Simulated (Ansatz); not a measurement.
System: AlHClF, charge 0, singlet. AlHClF (SMILES [F][AlH][Cl]).
B3LYP-D3(BJ)/def2-TZVP minimum from Ansatz (a program for electronic structure):
```xyz
4

Al    -0.5622     0.1681    -0.4729
H     -1.7501    -0.3970    -1.3028
F     -0.2323     1.7801    -0.5103
Cl     0.6558    -1.0476     0.7084
```
Charge 0, spin multiplicity 1.

Total energies in cc-pV(D+d)Z, 18 correlated electrons, 11 frozen orbitals. Radicals and triplets start from unrestricted determinants; spin-orbit coupling is neglected. Cores are frozen in correlated methods. No relativity.

```csv
method,program,energy (Eh),minus CCSDT(Q) (mEh)
HF,Ansatz,-801.59643,417.63
MP2,Ansatz,-801.98288,31.18
CCSD,Ansatz,-802.00541,8.65
CCSD(T),Ansatz,-802.01259,1.47
CCSDT(Q),Ansatz,-802.01406,0.00
```

Rough core times of Ansatz's runs on a shared machine: CCSD(T) under 20 s, CCSDT(Q) 90 s.
